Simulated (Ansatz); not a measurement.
Br3Ti (SMILES [Br][Ti]([Br])[Br]), doublet, geometry from GFN2-xTB (such geometries of metal compounds can be far from the true shape) (the multiplicity is a formal guess); PBE/STO-3G in Ansatz (an electronic-structure program).

Input for Ansatz:
Ansatz 0.2 input:
```yaml
crystal:
  periodic: [false, false, false]
  atoms:
    - {symbol: Ti, position_ang: [-0.27794159, 0.25662649, 0.50991671]}
    - {symbol: Br, position_ang: [-1.66330598, -1.44719667, -0.34393249]}
    - {symbol: Br, position_ang: [0.03283817, 1.93019788, -1.11915696]}
    - {symbol: Br, position_ang: [1.80517395, -0.64430929, 1.14257038]}
basis:
  gaussian:
    orbitals: STO-3G
hamiltonian:
  xc: pbe
magnetization: {spin_polarized: true, initial_magnetization: 1}
accuracy: high
```

Output, abridged:

```
Functional definition: PBE
1187 factors; integrals over basis functions are off by at most 4.7e-9 eV
mean field evaluation 1: about -230678.5852 eV, gradient 1.8e1 eV
mean field evaluation 2: about -230574.4209 eV, gradient 1.5e2 eV
mean field evaluation 4: about -230681.4800 eV, gradient 2.2e0 eV
mean field evaluation 8: about -230681.4792 eV, gradient 7.0e-2 eV
mean field evaluation 16: about -230681.4792 eV, gradient 1.4e-6 eV
mean field -230681.47921475 eV, -8477.3879996194 hartree, gradient 4.2e-8 eV, S^2 0.755228; 0 other end points of the search recorded, 0 dependent functions left out
reference -230681.47921678 eV, -8477.3879996943 hartree; 64, 63 occupied and 8, 9 virtual orbitals, 1187 factors
Total energy: -230681.47921678 eV, -8477.3879996943 hartree
```
